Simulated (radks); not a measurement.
Task: The mean radii <r> (bohr) of the occupied orbitals of an atom or ion are listed with their occupations. Method: Dirac Kohn-Sham, SOGGA, spin-unpolarised, spherical densities, finite nucleus; Fermi nuclear charge, rms radius of each element as measured or else 0.836 A^(1/3) + 0.57 fm; computed with a radial shooting solver on a logarithmic mesh with Libxc functionals.

| orbital | occ. | <r> |
|---|---|---|
| 1s1/2 | 2 | 0.03345 |
| 2s1/2 | 2 | 0.1454 |
| 2p1/2 | 2 | 0.1236 |
| 2p3/2 | 4 | 0.1284 |
| 3s1/2 | 2 | 0.4026 |
| 3p1/2 | 2 | 0.3957 |
| 3p3/2 | 4 | 0.4064 |
| 3d3/2 | 4 | 0.3819 |
| 3d5/2 | 6 | 0.3854 |
| 4s1/2 | 2 | 1.004 |
| 4p1/2 | 2 | 1.077 |
| 4p3/2 | 4 | 1.104 |
| 4d3/2 | 4 | 1.364 |

Name the element and its charge. Open shells, if any, fill j = l - 1/2 first.

Result: Z = 44, ruthenium, charge +4: Ru4+ in [Kr] 4d4. The 1s radius gives Z: for a bare nucleus <r> = (2 gamma + 1)/(2Z) with gamma = sqrt(1 - (Z/c)^2), 0.03289 bohr for Z = 44, and screening makes it slightly larger (0.03345 here). The occupations add up to 40, and the charge is Z minus that.
